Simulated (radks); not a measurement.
Results of a calculation; reference values are marked as such.
The tellurium ion Te20+, configuration [Ar] 3d10 4s2 4p2.

Code: a radial shooting solver on a logarithmic mesh with Libxc functionals. Model: scalar-relativistic Kohn-Sham, LDA (Slater exchange, Perdew-Zunger correlation), spin-unpolarised, spherical densities, point nucleus.

Energy parts (eV):
total: -180102.971
kinetic: 188887.009
electron-nucleus: -417169.465
Hartree: 52260.383
exchange-correlation: -4080.899

Orbitals (lengths in bohr, moments of r in powers of bohr; <r^-3> diverges for s and p1/2):
orbital  occ.  eigenvalue (eV)     <r^2>  <r^-3>
1s          2        -32168.58  0.001050       -
2s          2        -5412.196   0.01692       -
2p          6        -4920.792   0.01337    5402
3s          2        -1501.471    0.1163       -
3p          6        -1341.427    0.1157    1050
3d         10        -1101.872   0.09952   146.4
4s          2        -634.0189    0.5210       -
4p          2        -577.0706    0.5572   285.1
4d          0        -492.4957    0.5995   37.40
5s          0        -348.1976     1.598       -

The highest occupied level is 4p at -577.07 eV. The density falls to 0.001 e/bohr^3 at r = 1.57 bohr. Summed over all electrons, <r^2> = 4.195 bohr^2, which gives a Langevin (diamagnetic) susceptibility term of -3.32 x 10^-6 cm^3/mol.
